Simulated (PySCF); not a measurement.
Bonds (- single, = double, # triple, : aromatic): C1-C2 1.503 Å, C2=O3 1.226 Å, C2-C4 1.458 Å, C4=C5 1.338 Å, C5-C6 1.551 Å, C6=O7 1.239 Å, C6-O8 1.233 Å. C1 carries H9, H10, H11; C4 carries H12; C5 carries H13. Formal charges: O8 -1. Stereochemistry as in CC(=O)/C=C\C(=O)[O-].

Total charge -1.

Geometry: GFN2-xTB; GIAO shifts from PySCF 2.14, gas phase, non-relativistic, averaged over equivalent atoms.

At PBE0/pcSseg-1 (161 basis functions, 33 s wall time on 1 thread of an Intel Xeon Platinum 8488C, shared host):
```tsv
atoms	δ (ppm)
C2	206.7
C6	171.6
C5	167.0
C4	121.5
C1	29.6
O3	619.6
O7/O8	366.2
H13	7.13
H12	5.23
H9/H10/H11	2.71
```

δ = σ(ref) − σ, references computed at the same level: TMS for 13C (σ = 186.93 ppm) and 1H (σ = 31.72 ppm); 17O (σ = 336.08 ppm) vs H2O.

What do these become at KT2/pcSseg-1?

## Answers


| atoms | δ at KT2/pcSseg-1 | change |
| --- | --- | --- |
| C2 | 188.5 | -18.2 |
| C6 | 160.7 | -10.9 |
| C5 | 148.1 | -18.9 |
| C4 | 112.8 | -8.7 |
| C1 | 28.0 | -1.6 |
| O3 | 569.0 | -50.6 |
| O7/O8 | 358.9 | -7.3 |
| H13 | 6.62 | -0.51 |
| H12 | 4.96 | -0.27 |
| H9/H10/H11 | 2.58 | -0.13 |

References, each an isolated molecule treated in the same way: TMS for 13C (185.60 ppm), 1H (31.62 ppm); 17O (332.32 ppm) vs H2O.

The largest change is at O3 (ketone oxygen). Cost: 161 basis functions, 28 s wall time on 1 thread of an Arm Neoverse V1, shared host. The order of the carbon signals is the same at both levels.

Unscaled 17O shifts of doubly bonded oxygen tend to come out too high, by tens of ppm or more. Experimental scales use liquid or dissolved standards, which lie at an offset from isolated H2O (liquid H2O: subtract about 36 ppm).
